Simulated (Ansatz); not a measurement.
Computed with Ansatz on PBE0-D4/def2-TZVP structures; ΔE is electronic, products minus reactants. CCSD(T)/CBS is the MP2 limit (def2-TZVPP, def2-QZVPP) plus CCSD(T) − MP2 in def2-TZVPP, frozen cores. This one scheme is used for every species. One conformer a species, not always the lowest.

Consider the ligand exchange at the Al–C bond: `[CH3][Al]([F])[C]#N` + `N[SiH3]` → `[CH3][Al]([F])[NH][SiH3]` + `C#N`.

```
             level  ΔE (kJ/mol)
     HF/def2-TZVPP        -28.6
CCSD(T)/def2-TZVPP        -38.3
```

(1) What does CCSD(T)/CBS give? (An estimate is asked.)

Largest T1 diagnostic among the species: 0.014.

Answers

(1) The calculation gave: -38.3 kJ/mol. The listed levels differ from it by 9.7, 0.0 kJ/mol.

In def2-TZVPP, CCSD(T) changes the Hartree–Fock value by −9.7 kJ/mol (the triples alone add −0.9 kJ/mol) and MP2 by −10.1 kJ/mol. The D4 term adds −6.4 kJ/mol with B3LYP and −3.7 kJ/mol with PBE0; it sums over pairs of atoms, weighted by their polarisabilities, and B3LYP, whose exchange is more repulsive, gets the larger term.

B3LYP here is the variant with VWN-RPA as its local correlation; programs differ in this.
